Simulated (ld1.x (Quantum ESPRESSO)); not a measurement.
Transferability test, TM potential for tantalum

- Element: Ta
- Generator: ld1.x (Quantum ESPRESSO) 7.5
- Type: norm-conserving Troullier–Martins (Kleinman–Bylander form)
- Functional: PBE
- Relativity: scalar-relativistic
- Frozen core: [Kr] 4d10 4f14 5s2
- Valence charge: 11
- Reference configuration: 5p6 5d3 6s1.75 6p0 (charge +0.25)
- Partial waves: 6s (bound): rc 1.95 bohr; 5d (bound): rc 2.15 bohr; 5p (bound): rc 1.40 bohr
- Local potential: the p channel
- Core correction: none

Energies are relative to the spin-unpolarised reference configuration 5p6 5d3 6s1.75 6p0; without spin polarisation the order of configurations can differ from experiment. Not all tests gave a result: 1 of 7 tests not solved or not reliable. Left out of the table: 5p6 5d4 6s1 6p0 (solver errors, printed error -76.4 eV).

Give the all-electron excitation energy and the error of the potential for: 5p6 5d3 6s2 6p0; 5p6 5d3 6s1 6p0; 5p6 5d3 6s0 6p0; 5p6 5d3 6s1.5 6p0; 5p6 5d3 6s0 6p1; 5p5 5d3 6s2 6p0.

| valence configuration | charge | ΔE all-electron (eV) | error AE − PS (meV) |
| --- | --- | --- | --- |
| 5p6 5d3 6s2 6p0 | 0 | -1.543 | +0.1 |
| 5p6 5d3 6s1 6p0 | +1 | 6.924 | -5.4 |
| 5p6 5d3 6s0 6p0 | +2 | 21.896 | +23 |
| 5p6 5d3 6s1.5 6p0 | +0.5 | 1.918 | -1.1 |
| 5p6 5d3 6s0 6p1 | +1 | 12.003 | +42 |
| 5p5 5d3 6s2 6p0 | +1 | 43.437 | -580 |

Note: ghost state, extra bound levels that the all-electron valence spectrum of the same l lacks: s at -9.2 eV. A true bound ghost makes a file unfit for plane-wave use.
